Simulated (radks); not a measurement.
Zn XVIII, configuration [Ne] 3s2 4f1 (not the ground configuration).

Method: Dirac Kohn-Sham, PBE, spin-unpolarised, spherical densities, finite nucleus; open shells are shared between the two j in proportion to 2j + 1; Fermi nuclear charge, rms radius 3.9283 fm; computed with a radial shooting solver on a logarithmic mesh with Libxc functionals.

Energy parts (eV):
| part | energy |
|---|---|
| total | -44405.457 |
| kinetic | 45321.951 |
| electron-nucleus | -97622.323 |
| Hartree | 9287.749 |
| exchange-correlation | -1392.834 |

Orbitals (lengths in bohr, moments of r in powers of bohr; r(90%) holds 90 % of the orbital's charge):
orbital      occ.  eigenvalue (eV)  r(90%)  small-component weight
1s1/2           2        -10201.12  0.0898                1.17e-02
2s1/2           2        -1804.786   0.344                2.30e-03
2p1/2           2        -1673.007   0.314                2.28e-03
2p3/2           4        -1648.413   0.319                2.24e-03
3s1/2           2        -651.0403   0.822                7.71e-04
4f5/2    0.428571        -271.6677    1.39                2.98e-04
4f7/2    0.571429        -271.5374    1.40                2.98e-04

The highest occupied level is 4f7/2 at -271.54 eV. The electron density at the nucleus is 2.532e+04 e/bohr^3. Summed over all electrons, <r^2> = 2.154 bohr^2, which gives a Langevin (diamagnetic) susceptibility term of -1.71 x 10^-6 cm^3/mol.
